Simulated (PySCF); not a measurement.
A structure optimised at PBE-D3(BJ)/def2-SVPD, used in a PySCF frequency run:

```xyz
5

Te     0.0000     0.0000     0.0000
Cl    -2.5675     0.0000     0.0000
Cl     2.5675     0.0000     0.0000
Cl     0.0000    -2.5675     0.0000
Cl     0.0000     2.5675     0.0000
```
Charge -1, spin multiplicity 2.

Question: Write its SMILES, formula and point group.

Answer: Cl[Te-](Cl)(Cl)Cl, Cl₄Te, D4h

Question: What are its rotational constants (standard atomic weights)?

Answer: 1.0813, 1.0813, 0.54067 GHz
